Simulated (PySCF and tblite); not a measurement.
Results of a calculation; reference values are marked as such.
C₃H₇Br, numbered as in [CH3:1][CH2:2][CH2:3][Br:4]. Level: PBE0-D3(BJ)/def2-TZVP//PBE0-D3(BJ)/def2-SVP, thermal terms from GFN2-xTB, symmetry numbers and mirror pairs counted. Conformers within 4 kcal/mol (GFN2-xTB free energy) were kept, 7 at most. GIAO shieldings: PBE0/pcSseg-2. Shifts are against TMS (¹H), TMS (¹³C) at the same level. Programs: PySCF with density fitting and tblite.

Torsions listed: C1–C2–C3–Br4. Of a mirror pair one member is shown.

```
conformer  shape  point group  mirror pair  ΔE(DFT)  Δ(G−E) at 350 K  δ H3 (ppm)
        1    65°           C1          yes     0.00             0.00        3.45
        2   180°           Cs           no     0.19            -0.11        3.17
```

Energies in kcal/mol; the thermal term leaves out symmetry numbers and mirror images.

Problem. Work out the weights at 350 K and the ¹H shift of H3 under fast exchange.

Solution. RT = 0.696 kcal/mol. Each conformer gets RT ln(σ/g), with σ the rotational symmetry number and g = 2 for a mirror pair: 1: σ = 1, g = 2, G = 0.00 + 0.00 − 0.48 = -0.48, 0.00 above the lowest, exp(−ΔG/RT) = 1.000; 2: σ = 1, g = 1, G = 0.19 − 0.11 + 0.00 = 0.08, 0.56 above the lowest, exp(−ΔG/RT) = 0.447. The sum is 1.447, so the weights are 69.1, 30.9 %. The averaged shift is 3.36 ppm. At 298.15 K it is 3.37 ppm. At 298.15 K the leading conformer alone gives 3.45 ppm and bare DFT energies give 3.33 ppm.

Spin–orbit effects of the heavy atoms on shieldings are missing.
